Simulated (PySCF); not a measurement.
# Broadened absorption spectrum of C3H11NSi2

Species: C3H11NSi2.
SMILES with atom numbers: `[CH3:1][NH:2][SiH2:3]/[CH:4]=[CH:5]/[SiH3:6]` (hydrogens: H7, H8, H9 on C1; H10 on N2; H11, H12 on Si3; H13 on C4; H14 on C5; H15, H16, H17 on Si6)

Theory: PySCF, TDDFT CAM-B3LYP/def2-SVPD, vertical, gas phase, core orbitals frozen in the response. Isolated species at its PBE0-D3(BJ)/def2-SVP geometry (one conformer only). Torsions of this conformer, `[CH3:1][NH:2][SiH2:3]/[CH:4]=[CH:5]/[SiH3:6]`: C1–N2–Si3–C4 160°, N2–Si3–C4–C5 124°.

Each state is given a Gaussian of 0.25 eV full width at half maximum, with ε(max) = 2.175×10⁸ f / Δν̃ (Δν̃ the width in cm⁻¹). The width is an assumption, not a result. The curve ends short of the highest state used, and states not computed would add to its high-energy end.

(λ (nm), ε (L mol⁻¹ cm⁻¹)): (169.7, 4385), (171.5, 3400), (173.2, 2057), (175.0, 1336), (176.8, 3436), (178.5, 11603), (180.3, 30051), (182.0, 52115), (183.8, 65578), (185.6, 58224), (187.3, 38220), (189.1, 17908), (190.9, 6341), (192.6, 2302), (194.4, 1548), (196.2, 1802), (197.9, 1879), (199.7, 1535), (201.5, 1009), (203.2, 652), (205.0, 547), (206.8, 623), (208.5, 696), (210.3, 660), (212.0, 518), (213.8, 327), (215.6, 172), (217.3, 89), (219.1, 67), (220.9, 103), (222.6, 181), (224.4, 292), (226.2, 398), (227.9, 455), (229.7, 447), (231.5, 375), (233.2, 277), (235.0, 175), (236.8, 96), (238.5, 49), (240.3, 21), (242.0, 8), (243.8, 3), (245.6, 1)

Task: Where are the band maxima, and which computed states make them?

Result: 229 nm (5.42 eV), ε about 460, made up of S1 (100%); 209 nm (5.93 eV), ε about 700, made up of S2 (99%); 197 nm (6.28 eV), ε about 1900, made up of S3 (99%); 184 nm (6.74 eV), ε about 66000, made up of S4 (72%) and S5 (28%) (ε in L mol⁻¹ cm⁻¹; maxima over ε = 5, shares over 10%). At its high-energy end, 7.31 eV, the curve is still rising (ε about 4400, from S6 and S7). The states used: S1 5.42 eV (f 0.0043); S2 5.93 eV (f 0.0064); S3 6.28 eV (f 0.017); S4 6.71 eV (f 0.449); S5 6.79 eV (f 0.193); S6 7.25 eV (f 0.025); S7 7.40 eV (f 0.027); S8 7.51 eV (f 0.0042); S9 7.80 eV (f 0.0056); S10 7.91 eV (f 0.0034).

Task: Coming from long wavelengths, where does ε first pass 100 L mol⁻¹ cm⁻¹?

Result: At about 237 nm (5.24 eV), 0.19 eV below S1.

Task: On this curve, what absorbance would a 10⁻³ mol/L sample give at 193 nm over a 1 cm path?

Result: 193 nm is 6.424 eV, where ε is about 1900 L mol⁻¹ cm⁻¹, so A = ε c l ≈ 1.9 (Beer–Lambert, with the gas-phase spectrum and the assumed width).

Task: What would ε be at 6.74 eV, the highest of these maxima, with half the width (0.125 eV)?

Result: About 114000 L mol⁻¹ cm⁻¹ against 65800, a factor of about 1.7; a lone state at its own centre would give exactly 2.

All these states lie below the vertical ionisation energy of 8.85 eV (ΔSCF).

The run took 2.4 min wall (with the writing of density and orbital grids) on one thread, Arm Neoverse V1 (aarch64), shared host with 32 logical CPUs at a one-minute load of 15, and the process peaked at 1.2 GiB of memory.
